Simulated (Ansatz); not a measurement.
`B[CH2][GeH2][CH3]` at its PBE0-D4/def2-TZVP geometry, where that method's forces vanish. Charge 0, multiplicity 1.

```
atom   x (Å)   y (Å)   z (Å)
  B1   0.116   0.211   2.027
  C2  -0.460   1.008   0.865
 Ge3   0.678   0.113  -0.528
  C4  -0.467  -0.929  -1.713
  H5  -0.326  -0.871   2.301
  H6   1.077   0.606   2.625
  H7  -1.486   0.798   0.560
  H8  -0.232   2.071   0.809
  H9   1.708  -0.819   0.148
 H10   1.458   1.205  -1.280
 H11  -1.178  -0.276  -2.220
 H12   0.131  -1.449  -2.462
 H13  -1.020  -1.668  -1.132
```

Question: For each bond, give half the difference of the two atoms' forces along it (eV/Å; positive pushes the atoms apart) under PBE-D4, r2SCAN-D4, B3LYP-D4, ωB97M-V in def2-TZVPP. (Estimate.)

Answer: Ansatz gave: 
| bond | length (Å) | PBE-D4 | r2SCAN-D4 | B3LYP-D4 | ωB97M-V |
| --- | --- | --- | --- | --- | --- |
| B1–C2 | 1.522 | -0.03 | 0.04 | 0.09 | 0.13 |
| B1–H5 | 1.200 | 0.05 | -0.04 | -0.11 | -0.11 |
| B1–H6 | 1.199 | 0.05 | -0.04 | -0.12 | -0.12 |
| C2–Ge3 | 2.009 | 0.10 | 0.05 | 0.18 | 0.04 |
| C2–H7 | 1.090 | 0.10 | -0.01 | -0.06 | -0.06 |
| C2–H8 | 1.089 | 0.10 | -0.02 | -0.07 | -0.07 |
| Ge3–C4 | 1.949 | 0.04 | 0.04 | 0.17 | 0.04 |
| Ge3–H9 | 1.545 | 0.04 | -0.05 | -0.05 | -0.08 |
| Ge3–H10 | 1.539 | 0.06 | -0.06 | -0.09 | -0.10 |
| C4–H11 | 1.091 | 0.10 | -0.02 | -0.07 | -0.05 |
| C4–H12 | 1.091 | 0.10 | -0.02 | -0.07 | -0.05 |
| C4–H13 | 1.091 | 0.09 | -0.02 | -0.07 | -0.04 |

B3LYP here is the variant with VWN-RPA as its local correlation; programs differ in this.
